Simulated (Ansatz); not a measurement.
Ansatz (an electronic-structure program) input:

Ansatz 0.2 input:
```yaml
crystal:
  periodic: [false, false, false]
  atoms:
    - {symbol: Si, position_ang: [0.04168357, 0.00804222, 0.00717305]}
    - {symbol: Cl, position_ang: [0.08471672, -1.34299900, -1.46377368]}
    - {symbol: Cl, position_ang: [-0.59871022, -0.68367697, 1.76849894]}
    - {symbol: Cl, position_ang: [-0.68474518, 1.79539722, -0.51100833]}
    - {symbol: N, position_ang: [1.87100914, 0.36098332, 0.32196969]}
    - {symbol: H, position_ang: [2.37244023, -0.48721119, 0.60100705]}
    - {symbol: H, position_ang: [2.33026262, 0.72812545, -0.51649427]}
    - {symbol: H, position_ang: [1.99522069, 1.05135023, 1.06808894]}
basis:
  gaussian:
    orbitals: def2-TZVPD
hamiltonian:
  xc: {name: wB97X-V}
total_charge: 1
output: {forces: true}
```

Task: Predict the final energy.

Result: -1726.38741 Eh (wB97X-V/def2-TZVPD). The basis has 245 functions. The run takes very roughly 26 core-seconds.

It need not be the lowest isomer of its formula.
